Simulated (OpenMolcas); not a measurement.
# Re IV: effect of the basis set

| Item | Value |
| --- | --- |
| Program | OpenMolcas 26.06 |
| Method | CASSCF |
| Active space | 4 electrons in 5 orbitals (5d) |
| State averaging | 2S+1 = 5 even, 5 roots; 2S+1 = 3 even, 45 roots; 2S+1 = 1 even, 50 roots |
| Spin-orbit coupling | RASSI with atomic mean-field integrals over the reference wave functions, term energies averaged over their components |

A. ANO-R1 [7s5p4d2f], X2C, finite nucleus; cost of the order of 30 core-seconds
B. ANO-RCC-VDZP [7s6p4d2f1g], DKH2, point nucleus; cost of the order of 22 core-seconds
C. ANO-R2 [8s6p5d3f1g], X2C, finite nucleus; cost about 50 core-seconds
D. ANO-RCC-VTZP [8s7p5d3f2g1h], DKH2, point nucleus; cost about 40 core-seconds
E. ANO-R3 [10s7p6d4f2g1h], X2C, finite nucleus; cost about 40 core-seconds
F. ANO-RCC-VQZP [9s8p6d4f3g2h], DKH2, point nucleus; cost of the order of 40 core-seconds

Energies in cm⁻¹ above 5d⁴ ⁵D₀, the measured ground level; measured values from the list in Brasseur, Gamrath and Quinet, At. Data Nucl. Data Tables 157, 101636 (2024).

| Level | A | B | C | D | E | F | Measured |
| --- | --- | --- | --- | --- | --- | --- | --- |
| 5d⁴ ⁵D₀ [74 %] | 0.0 | 0.0 | 0.0 | 0.0 | 0.0 | 0.0 | 0.0 |
| 5d⁴ ⁵D₁ | 2787 | 3056 | 2502 | 2445 | 2496 | 2534 | 3084 |
| 5d⁴ ⁵D₂ | 5705 | 6145 | 5219 | 5119 | 5203 | 5265 | 5979 |
| 5d⁴ ⁵D₃ | 8318 | 8838 | 7723 | 7596 | 7696 | 7772 | 8350 |
| 5d⁴ ⁵D₄ | 10509 | 11009 | 9902 | 9768 | 9867 | 9945 | 10121 |
| 5d⁴ ³P₀(1) [61 %] | 18002 | 18110 | 17845 | 17809 | 17808 | 17838 |  |
| 5d⁴ ³H₄ [61 %] | 19378 | 19453 | 19251 | 19225 | 19225 | 19257 | 16946 |
| 5d⁴ ³G₃ [61 %] | 23444 | 23536 | 23279 | 23246 | 23257 | 23304 | 19817 |
| 5d⁴ ³H₅ | 23586 | 23835 | 23255 | 23190 | 23237 | 23307 | 20930 |
| 5d⁴ ³P₁(1) | 24225 | 24478 | 23889 | 23821 | 23864 | 23934 | 19340 |
| 5d⁴ ³F₂(1) | 24534 | 24614 | 24372 | 24338 | 24347 | 24397 | 19851 |
| 5d⁴ ³H₆ | 25591 | 25866 | 25219 | 25143 | 25198 | 25276 | 22896 |
| 5d⁴ ³F₃(1) [63 %] | 31336 | 31688 | 30846 | 30745 | 30824 | 30930 | 26476 |
| 5d⁴ ³D₃ [71 %] | 33536 | 33727 | 33262 | 33210 | 33236 | 33316 | 28526 |
| 5d⁴ ³G₅ | 34042 | 34574 | 33384 | 33254 | 33365 | 33497 | 30052 |
| 5d⁴ ¹I₆ | 36116 | 36530 | 35592 | 35491 | 35578 | 35702 | 32396 |
| 5d⁴ ³D₁ | 37202 | 37562 | 36718 | 36622 | 36695 | 36810 | 31543 |
| 5d⁴ ¹S₀(1) | 42656 | 42982 | 42209 | 42121 | 42189 | 42324 | 36484 |
| 5d⁴ ¹F₃ [68 %] | 46281 | 46467 | 45974 | 45914 | 45948 | 46065 | 38458 |
| 5d⁴ ³P₂(2) | 50748 | 50711 | 50661 | 50646 | 50634 | 50734 |  |
| 5d⁴ ³F₄(2) [72 %] | 52459 | 52548 | 52251 | 52212 | 52221 | 52340 |  |
| 5d⁴ ³F₂(2) [68 %] | 54539 | 54770 | 54172 | 54104 | 54149 | 54291 |  |
| 5d⁴ ³F₃(2) | 55288 | 55462 | 54967 | 54906 | 54944 | 55084 | 46525 |
| 5d⁴ ³P₁(2) | 56425 | 56578 | 56115 | 56055 | 56088 | 56224 | 45947 |

Deviations, from unrounded energies. A percentage is the sum of absolute deviations over the sum of measured energies, with the sign that they share, or ± where signs differ.

```
                        Against measurement  Levels      A      B      C      D      E      F
             mean absolute deviation (cm-1)      19   4100   4400   3900   3900   3900   4000
      fine structure of the ground term (%)       4   ±3.6   ±5.7   -7.9   -9.5   -8.3   -7.3
other terms of the ground configuration (%)      15  +17.8  +18.6  +16.5  +16.3  +16.5  +16.8
```

C, D, E, F lie about equally close to measurement and B furthest from it. The largest miss of D in the table is 5d⁴ ³P₁(2), by +10000 cm-1. The ranking rests on the paired levels alone, and a cruder setting can come out closer through cancelling errors.

Among A to F the level of the table that moves most is 5d⁴ ³G₅, by 1300 cm-1 (lowest in D, highest in B).

Without dynamic correlation excited terms often stand tens of per cent too high (terms of higher spin than the ground term too low), and those without a measured partner can miss by more than the paired ones. Some levels mix across a computed gap that differs much from the measured one, so their mixing is not that of the real levels. The basis is small and was not contracted for so high a charge (holds for A; B). Computed and measured levels are paired by configuration, term and J; levels that our copy of the source lacks, or whose pairing is in doubt (as where it misses far off the trend of its configuration), stay unpaired and out of the deviations. Levels of configurations outside the active space are missing. Levels that lie high or do not pair safely by name in every column are left out.

A share in square brackets marks a mixed level and gives the weight of the term that names it, the lowest over the columns. A number in round brackets counts repeated terms of one configuration in the order of the reference energies.
